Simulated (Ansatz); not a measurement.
K4H4⁺, that is (KH)4 ring with one electron fewer, relaxed as a doublet with UKS PBE-D4/def2-SVP in Ansatz, starting from the PBE-D4/def2-SVP geometry of the neutral singlet. Force threshold 0.02 eV/Å.

The relaxation made no stability test and no search for a lower SCF solution.

Start:

```xyz
8

K     1.302    2.674   -1.248
H     1.440    2.557    1.200
K     0.766    0.997    2.971
H    -0.376   -1.175    2.955
K    -1.302   -2.674    1.248
H    -1.440   -2.557   -1.200
K    -0.766   -0.997   -2.971
H     0.375    1.175   -2.955
```

(1) Estimate the energy that the relaxation releases and the steps that it takes.

(2) Does the start keep its bonding and symmetry?

(3) Predict the relaxed structure.

Results:

(1) 0.14 eV, in 4 steps; 8 s on 4 threads of Arm Neoverse V2 on a shared host. The force fell under the threshold at step 3, but the optimiser went on and released 0.002 eV more. No frequencies were taken in this run, so the end may be a saddle point.

(2) By distances, no bond broke or formed. The bond that changes most is K1–H2, from 2.45 to 2.45 Å (atoms count from 1). Point group D4h at the start, D4h at the end, both within 0.05 Å.

(3) 
```xyz
8

K     1.3666    2.8063   -1.3032
H     1.3247    2.3518    1.1037
K     0.8058    1.0505    3.1135
H    -0.3434   -1.0746    2.7029
K    -1.3667   -2.8063    1.3032
H    -1.3246   -2.3519   -1.1037
K    -0.8057   -1.0506   -3.1135
H     0.3433    1.0746   -2.7029
```
Bond lengths (bridged metal pairs left out): 8 × H–K 2.45 Å.
